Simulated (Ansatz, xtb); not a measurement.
C4H4BrClO: which of two isomers lies lower

Structure X is `CC(=O)/C(Br)=C\Cl`, a singlet and structure Y is `O=C=C(CCl)CBr`, a singlet. Both are isolated molecules in the gas phase, relaxed with B3LYP-D3(BJ)/def2-SVP; the shapes shown needn't be the lowest conformers.

X (Å):

```xyz
11

C     1.9691    0.5034   -0.2108
C     0.7528    0.3050   -1.0875
C    -0.5166    1.0636   -0.7777
C    -0.7999    1.9495    0.1961
Br   -1.9467    0.6871   -1.9840
Cl    0.2557    2.5131    1.4473
O     0.7791   -0.4510   -2.0323
H     1.7540    0.2359    0.8345
H     2.2911    1.5554   -0.2099
H     2.7695   -0.1349   -0.6057
H    -1.7906    2.4018    0.2609
```

Y (Å):

```xyz
11

C     0.4826    0.4361    1.8009
C    -0.4801    0.0963    0.9518
C    -1.2307    1.1586    0.2131
C    -0.8119   -1.3369    0.7294
Br   -0.2631   -1.9737   -1.0860
Cl   -2.9883    1.2160    0.7030
O     1.3243    0.7350    2.5441
H    -1.2297    0.9409   -0.8639
H    -0.8190    2.1607    0.3809
H    -1.8983   -1.4860    0.7526
H    -0.3238   -2.0133    1.4385
```

Q: Which of the two would you expect CCSD(T)/def2-SVP + ΔMP2/def2-TZVPP electronic energies to favour?

A: Too close to call at this level: CCSD(T)/def2-SVP + ΔMP2/def2-TZVPP gives E(Y) − E(X) = −0.67 kJ/mol.

How the difference moves with the method:

```json
{"level": "GFN2-xTB", "geometry": "GFN2-xTB", "E(Y) − E(X) (kJ/mol)": "−7.90", "departure from the last row (kJ/mol)": "−7.22", "job, with rough time for the two": "optimisation, 0.34 s"}
{"level": "HF/STO-3G", "geometry": "GFN2-xTB", "E(Y) − E(X) (kJ/mol)": "−12.17", "departure from the last row (kJ/mol)": "−11.49", "job, with rough time for the two": "single point, 0.58 s"}
{"level": "r2SCAN-D4/def2-SVP", "geometry": "GFN2-xTB", "E(Y) − E(X) (kJ/mol)": "−6.47", "departure from the last row (kJ/mol)": "−5.80", "job, with rough time for the two": "single point, 4.6 s"}
{"level": "B3LYP-D3(BJ)/def2-SVP", "geometry": "B3LYP-D3(BJ)/def2-SVP", "E(Y) − E(X) (kJ/mol)": "−5.64", "departure from the last row (kJ/mol)": "−4.97", "job, with rough time for the two": "optimisation, 42 s"}
{"level": "HF/def2-SVP", "geometry": "B3LYP-D3(BJ)/def2-SVP", "E(Y) − E(X) (kJ/mol)": "−14.22", "departure from the last row (kJ/mol)": "−13.54", "job, with rough time for the two": "part of the CCSD(T) run"}
{"level": "MP2/def2-SVP", "geometry": "B3LYP-D3(BJ)/def2-SVP", "E(Y) − E(X) (kJ/mol)": "−7.35", "departure from the last row (kJ/mol)": "−6.68", "job, with rough time for the two": "part of the CCSD(T) run"}
{"level": "CCSD(T)/def2-SVP", "geometry": "B3LYP-D3(BJ)/def2-SVP", "E(Y) − E(X) (kJ/mol)": "+1.19", "departure from the last row (kJ/mol)": "+1.86", "job, with rough time for the two": "single point"}
{"level": "CCSD(T)/def2-SVP + ΔMP2/def2-TZVPP", "geometry": "B3LYP-D3(BJ)/def2-SVP", "E(Y) − E(X) (kJ/mol)": "−0.67", "departure from the last row (kJ/mol)": "", "job, with rough time for the two": "single point, 96 s"}
```

As drawn, both hold the same kinds of bond in the same numbers. Structure X has 1 methyl group, Y 0.

The largest departure from CCSD(T)/def2-SVP + ΔMP2/def2-TZVPP is that of HF/def2-SVP, 13.54 kJ/mol. The last row adds to CCSD(T) the change of the MP2 difference between the two basis sets, here −1.86 kJ/mol.

With thermal terms from frequencies at re-optimised GFN2-xTB minima (ideal gas, soft modes damped towards free rotors, one conformer each, 298.15 K, 1 atm): the zero-point term adds +2.04 kJ/mol; ΔH is +1.64 and ΔG −1.63 kJ/mol.

The correlated steps freeze 19 core orbitals; the filled d shell of Br is correlated, in a basis made for valence electrons. Codes used: Ansatz 0.2.0, xtb 6.7.1; the last row on 4 threads of Arm Neoverse V1 on a shared host.
